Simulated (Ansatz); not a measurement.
Calculated with Ansatz (gas phase, PBE0-D4/def2-TZVP geometries, no zero-point term in ΔE). CBS: MP2 limit from def2 TZ/QZ plus the TZ coupled-cluster correction, frozen cores. This one scheme is used for every species. Functionals use def2-TZVPP. Open shells (•) are unrestricted, without spin–orbit coupling. For Mg outer-core shells are correlated without core-valence functions, which leaves a few kJ/mol of doubt a bond.

Reaction (hydrogen abstraction from a Mg–H bond): `C[N](C)[MgH]` + `[CH3]`• → `C[N](C)[Mg]`• + CH₄

Q: Is it downhill or uphill in electronic energy at CCSD(T)/CBS, and by how much? (An estimate is asked.)

A: Ansatz gave: Downhill: ΔE = -159.1 kJ/mol.

Q: What do these levels give: LDA (SPW92), revPBE-D4, BHLYP, MP2/def2-TZVPP, CCSD/def2-TZVPP, MP2/def2-QZVPP? (Best estimate.)

A: Ansatz gave: LDA (SPW92) -204.7, revPBE-D4 -181.9, BHLYP -157.6, MP2/def2-TZVPP -182.7, CCSD/def2-TZVPP -162.6, MP2/def2-QZVPP -178.4 kJ/mol.

Largest T1 diagnostic among the species: 0.012.

At CCSD(T), def2-SVP lies −9.3 kJ/mol from the extrapolated value and def2-TZVPP −8.0 kJ/mol. The D4 term adds −5.8 kJ/mol with B3LYP and −2.9 kJ/mol with PBE0; it sums over pairs of atoms, weighted by their polarisabilities, and B3LYP, whose exchange is more repulsive, gets the larger term.

B3LYP here is the variant with VWN-RPA as its local correlation; programs differ in this.
